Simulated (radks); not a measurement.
Task: These are the eigenvalues of the occupied orbitals of an atom or ion with whole-number occupations (eV). Calculated with a radial shooting solver on a logarithmic mesh with Libxc functionals: scalar-relativistic Kohn-Sham, SCAN, spin-polarised, spherical densities, finite nucleus; meta-GGA in the generalised Kohn-Sham scheme; Fermi nuclear charge, rms radius of each element as measured or else 0.836 A^(1/3) + 0.57 fm.

orbital  eigenvalue
1s up     -10788.90
1s down   -10786.39
2s up     -1797.019
2s down   -1795.650
2p up     -1633.163
2p down   -1630.602
3s up     -591.0858
3s down   -582.0278
3p up     -538.1228
3p down   -529.0429

Which element is it, and in what charge state? The configuration may be excited. Open shells, if any, are filled with parallel spins first.

Result: Z = 31, gallium, charge +15: Ga15+ in [Ne] 3s2 3p4. The list shows which subshells hold electrons but not how many an open one holds; the 1s level, -396.48 hartree, gives Z - s = 28.2 by -(Z - s)^2/2, which with screening and relativity narrows Z to a few neighbours, and the depths of the outer levels then fix element, charge and occupations together.
